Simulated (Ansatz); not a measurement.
H2I2Ti (SMILES [I][TiH2][I]) moved off its minimum; all values from Ansatz (a first-principles code), cores frozen in correlated methods. Elements past Kr take the def2 small-core potentials, without spin–orbit coupling.
(charge 0, multiplicity 1)
```xyz
5

Ti    -0.7611    -0.2601    -0.3813
I      1.0488     0.5312    -1.8736
I     -0.7742    -0.5244     2.1395
H     -1.1670    -1.7855    -1.0696
H     -2.1391     0.6035    -0.7847
```

Forces at r2SCAN/def2-TZVPP (eV/Å):

```tsv
atom	Fx	Fy	Fz
Ti1	-0.766	-0.765	0.047
I2	0.604	0.297	-0.399
I3	0.067	0.009	0.132
H4	0.151	0.286	0.220
H5	-0.055	0.174	0.000
```

Question: Give the forces (eV/Å), the total energy and the dipole at CCSD(T)/def2-TZVPPD.

Answer: 
| atom | Fx | Fy | Fz |
|---|---|---|---|
| Ti1 | -0.630 | -0.733 | 0.190 |
| I2 | 0.773 | 0.375 | -0.585 |
| I3 | 0.037 | -0.025 | 0.345 |
| H4 | 0.067 | 0.140 | 0.128 |
| H5 | -0.247 | 0.243 | -0.078 |
Energy -1443.4527 hartree, dipole 0.91 D.

Doubts at one or more of the structures used: a restricted determinant that unrestricted orbitals would lower (CCSD(T)/def2-TZVPPD).
